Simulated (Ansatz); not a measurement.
Relaxation of CH7BO3 (12 atoms, charge 0, multiplicity 1), to a largest force component of 0.03 eV/Å in at most 50 steps.

Method: RKS PBE0-D4/def2-SVP in Ansatz.

```xyz
12
Properties=species:S:1:pos:R:3
B -0.115 0.532 0.027
H -0.251 -0.863 1.974
O 1.173 0.097 -0.134
H 1.281 -0.653 -0.723
O -1.207 0.026 -0.616
H -1.025 -0.709 -1.204
O -0.352 1.603 0.868
C 0.714 2.209 1.547
H 1.270 1.488 2.170
H 1.434 2.675 0.852
H 0.303 2.992 2.200
H -0.596 -0.242 2.074
```

**Question.** Where does it end, and by what steps?

**Answer.** The run converged. The force dipped under the threshold on the way, but the program's further checks kept it going. After 19 steps the energy has fallen by 0.171 eV; H2 moved furthest, 1.27 Å.

| step | energy less start (eV) | largest force component (eV/Å) | accepted |
| --- | --- | --- | --- |
| 0 | 0.0000 | 1.664 | yes |
| 1 | -0.1142 | 0.318 | yes |
| 2 | -0.1446 | 0.243 | yes |
| 3 | -0.1556 | 0.092 | yes |
| 4 | -0.1583 | 0.064 | yes |
| 5 | -0.1603 | 0.171 | yes |
| 6 | -0.1617 | 0.215 | yes |
| 7 | -0.1635 | 0.145 | yes |
| 8 | -0.1656 | 0.098 | yes |
| 9 | -0.1664 | 0.212 | yes |
| 10 | -0.1676 | 0.071 | yes |
| 11 | -0.1685 | 0.011 | yes |
| 12 | -0.1694 | 0.037 | yes |
| 13 | -0.1682 | 0.206 | no |
| 14 | -0.1700 | 0.033 | yes |
| 15 | -0.1699 | 0.075 | no |
| 16 | -0.1703 | 0.021 | yes |
| 17 | -0.1705 | 0.044 | yes |
| 18 | -0.1705 | 0.034 | yes |
| 19 | -0.1707 | 0.018 | yes |

```xyz
12
Properties=species:S:1:pos:R:3
B -0.032 0.559 -0.169
H -0.703 -0.873 3.163
O 1.262 0.425 -0.606
H 1.381 -0.152 -1.362
O -1.112 -0.072 -0.716
H -0.908 -0.653 -1.452
O -0.286 1.378 0.883
C 0.742 2.077 1.530
H 1.282 1.428 2.241
H 1.477 2.486 0.818
H 0.294 2.907 2.096
H -0.768 -0.354 2.608
```

Whether the end is a true minimum wasn't checked by a vibrational analysis.

Time of the run: 43 s on 2 threads of Arm Neoverse V2, on a shared host, peak memory 0.22 GiB.
